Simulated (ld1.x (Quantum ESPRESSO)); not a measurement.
## Which change was made? (Mo, TM)

ld1.x (Quantum ESPRESSO) 7.5 input, shortened:

```
&input
   title='Mo', zed=42., rel=0, dft='PZ', iswitch=3,
   config='[Kr] 4d5 4f-2 5s1 5p0'
 /
 &inputp
   pseudotype=2, tm=.true., lloc=2,
   nlcc=.true.
 /
4
5S  1  0   1.00   0.00  2.35  2.35  0.0
4P  2  1   6.00   0.00  1.75  1.75  0.0
4F  4  3  -2.00   0.35  2.00  2.00  0.0
4D  3  2   5.00   0.00  1.70  1.70  0.0
 &test
   configts(1)='4p6 4d5 5s1 5p0'
 /
```

Cutoffs, loose and tight: the cutoffs (Ry, on a coarse ladder) from which the occupation-weighted sum of valence levels, in a spherical-Bessel basis at the reference potential, stays within 10 and 1 mRy of its value at 400 Ry. They do not see the model core or the augmentation charge, which bear on the density cutoff. Test errors are all-electron minus pseudo excitation energies from the reference, over the configurations 4p6 4d5 5s0 5p0; 4p6 4d4 5s0 5p0; 4p6 4d3 5s0 5p0; 4p6 4d4 5s1 5p1; 4p6 4d4 5s2 5p0; 4p6 4d4 5s1 5p0; 4p5 4d5 5s1 5p0 (two spin-polarised tests are not counted in the largest error); variants that change the core or the reference have their own tests.

The base gives: outcome: generated; cutoff, loose: 45 Ry; cutoff, tight: 55 Ry; bound ghosts: s; largest test error (meV): -54.

Task: After one change the result is: outcome: generated; cutoff, loose: 40 Ry; cutoff, tight: 50 Ry; bound ghosts: s; largest test error (meV): -86. Which change was it?
A. wave 4d (bound): rc 1.70 bohr becomes 4d (bound): rc 2.16 bohr
B. wave 4d (bound): rc 1.70 bohr becomes 4d (bound): rc 1.28 bohr
C. wave 4d (bound): rc 1.70 bohr becomes 4d (bound): rc 2.48 bohr

Result: A. The others give: wave 4d (bound): rc 1.70 bohr becomes 4d (bound): rc 2.48 bohr → outcome: generated; cutoff, loose: 35 Ry; cutoff, tight: 50 Ry; bound ghosts: s; largest test error (meV): -145 | wave 4d (bound): rc 1.70 bohr becomes 4d (bound): rc 1.28 bohr → outcome: generated; cutoff, loose: 55 Ry; cutoff, tight: 80 Ry; bound ghosts: s; largest test error (meV): -35.
